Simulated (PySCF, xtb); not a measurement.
CF₃, SMILES F[C+](F)F, charge +1.

GFN2-xTB (xtb) at its own geometry gives an orbital gap of 5.96 eV.

Geometry optimised at B3LYP-D3(BJ)/def2-TZVP.

What does PySCF with HF/def2-TZVPD give? (The exact figures need the calculation; the answer reports its results.)

gap 22.45 eV (levels -28.00 and -5.55 eV).
